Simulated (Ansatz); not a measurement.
BFGeH6OSi (`[BH2][GeH2][O][SiH2]F`), relaxed with RKS PBE0-D4/def2-TZVP in Ansatz from a PBE-D4/def2-SVP geometry. The force threshold is 0.005 eV/Å; the program also tests the step.

Charge 0, multiplicity 1.

Start:

```xyz
11

B     0.265    1.347    2.229
Ge    0.218    1.042    0.198
O    -0.142   -0.700   -0.142
Si   -0.340   -1.675   -1.460
F    -0.687   -3.173   -0.907
H     0.070    0.441    3.012
H     0.499    2.465    2.648
H    -0.885    1.887   -0.513
H     1.578    1.373   -0.493
H     0.925   -1.778   -2.264
H    -1.500   -1.230   -2.306
```

How much energy does the relaxation release, and in how many steps? (Best estimate.)

The calculation gave: 8.28 kJ/mol, in 5 steps.

Which bonds change most? (An estimate is asked.)

Computed: O3–Si4 from 1.652 to 1.611 Å; Si4–F5 from 1.634 to 1.594 Å; Ge2–O3 from 1.811 to 1.788 Å; B1–H7 from 1.216 to 1.194 Å.

Give the relaxed structure. (Estimate.)

Computed: 
```xyz
11

B     0.259    1.323    2.210
Ge    0.222    1.045    0.179
O    -0.108   -0.677   -0.171
Si   -0.334   -1.655   -1.430
F    -0.691   -3.104   -0.871
H     0.070    0.418    2.962
H     0.475    2.414    2.644
H    -0.886    1.860   -0.523
H     1.569    1.383   -0.498
H     0.903   -1.794   -2.237
H    -1.479   -1.214   -2.264
```
